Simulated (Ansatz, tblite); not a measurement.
Removing an electron: Cu(AsH3)(OH) (CuAsOH4). Total charge 0; singlet. Geometry: PBE-D4/def2-TZVP. Ansatz, gas phase; energy differences of separate SCF runs; the oxidised species was run as a doublet alone.

Cartesian coordinates in Å:
```
Cu -0.518 0.862 -0.282
As 0.441 -1.062 0.356
H 1.568 -1.063 1.381
H 1.130 -1.968 -0.658
H -0.402 -2.144 1.016
O -1.412 2.338 -0.757
H -0.806 3.036 -1.056
```

The xTB rows come from tblite.

```tsv
level	−HOMO (eV)	vertical IE (eV)	−LUMO (eV)	HOMO–LUMO gap (eV)
GFN1-xTB	10.34	13.38	7.10	3.24
GFN2-xTB	9.16	13.17	5.92	3.23
PBE0-D4/def2-TZVP	6.18	8.31	0.67	5.50
```

Question: Estimate the rows for PBE-D4/def2-TZVP, r2SCAN-D4/def2-TZVP.

Answer: 
```tsv
level	−HOMO (eV)	vertical IE (eV)	−LUMO (eV)	HOMO–LUMO gap (eV)
PBE-D4/def2-TZVP	4.80	8.36	1.47	3.33
r2SCAN-D4/def2-TZVP	4.99	8.27	1.29	3.70
```

Relaxing the oxidised species (PBE-D4/def2-TZVP) changes its energy by -0.14 eV at PBE-D4/def2-TZVP, so the adiabatic ionisation energy to this nearest minimum is 8.22 eV. At PBE0-D4/def2-TZVP it is 8.16 eV.    Raw xTB energy differences between charge states are shifted by several eV; the methods need an empirical correction for them.
